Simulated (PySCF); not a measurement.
Species: allyl propionate, C₆H₁₀O₂.
SMILES: `C=CCOC(=O)CC`

Jobs on this species (18 atoms, 62 electrons) with PySCF (density fitting). Hardware of each: one thread of an INTEL XEON PLATINUM 8581C at 2.10 GHz, on a shared host. The host was shared with other jobs, so the times are rough. Peak memory is the resident size of the whole Python process, interpreter and libraries included.

Problem. Rank these jobs by wall time, shortest first.
A. PBE0/pcSseg-1, IEF-PCM chloroform; shieldings, charges and field gradients; 186 basis functions
B. PBE0-D3(BJ)/def2-SVP, grid level 1; geometry optimisation from a GFN2-xTB start shaken at random; 162 basis functions
C. CAM-B3LYP/def2-SVPD; 6 singlets by full TDDFT, polarisability, dynamic polarisability; 246 basis functions

Solution. A (24 s), C (56 s), B (2.3 min).

All jobs:

```
                     level and settings                                                              work  basis functions  SCF cycles  wall time  peak memory
        PBE0/pcSseg-1, IEF-PCM methanol                                                        shieldings              186          14       22 s     0.96 GiB
      PBE0/pcSseg-1, IEF-PCM chloroform                           shieldings, charges and field gradients              186          14       24 s     0.97 GiB
CAM-B3LYP/def2-SVPD, IEF-PCM chloroform                          6 singlets by full TDDFT, polarisability              246          14       45 s      1.2 GiB
  CAM-B3LYP/def2-SVPD, IEF-PCM methanol                          6 singlets by full TDDFT, polarisability              246          14       46 s      1.3 GiB
                    CAM-B3LYP/def2-SVPD  6 singlets by full TDDFT, polarisability, dynamic polarisability              246          14       56 s      1.2 GiB
     PBE0-D3(BJ)/def2-SVP, grid level 1      geometry optimisation from a GFN2-xTB start shaken at random              162         110    2.3 min     0.66 GiB
```

Problem. What do all jobs in the table cost together?

Solution. About 5.5 min; the longest takes about 42 % of that, and about 6.3 times as long as the shortest.
